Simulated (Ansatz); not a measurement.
Cartesian coordinates (Å):
SMILES: c1[nH]ccc1B
```xyz
12

B      2.1243     0.0888     0.1652
C      0.6190     0.0497     0.0569
C     -0.3462     1.0719     0.3740
C     -1.5929     0.5836     0.1161
N     -1.4422    -0.7114    -0.3525
C     -0.1306    -1.0379    -0.3912
H      2.6857     1.0656     0.5608
H      2.7714    -0.8663    -0.1469
H     -0.1182     2.0551     0.7511
H     -2.5701     1.0234     0.2175
H     -2.1989    -1.3156    -0.6227
H      0.1987    -2.0068    -0.7283
```
Charge 0, multiplicity 1.

These are frozen-core CCSD(T)/cc-pVTZ // B3LYP-D3(BJ)/def2-TZVP in Ansatz (an electronic-structure program) values and carry that method's errors.

The HF energy is -234.15662 Ha. The MP2 correlation energy comes out as -0.94096 Ha.

Problem. Estimate the CCSD correlation energy, the (T) correction, the total energy and the T1 diagnostic.

Solution. 
CCSD correlation energy: -0.96740 Ha
(T) correction: -0.04889 Ha
CCSD(T) total energy: -235.17292 Ha
T1 diagnostic: 0.012
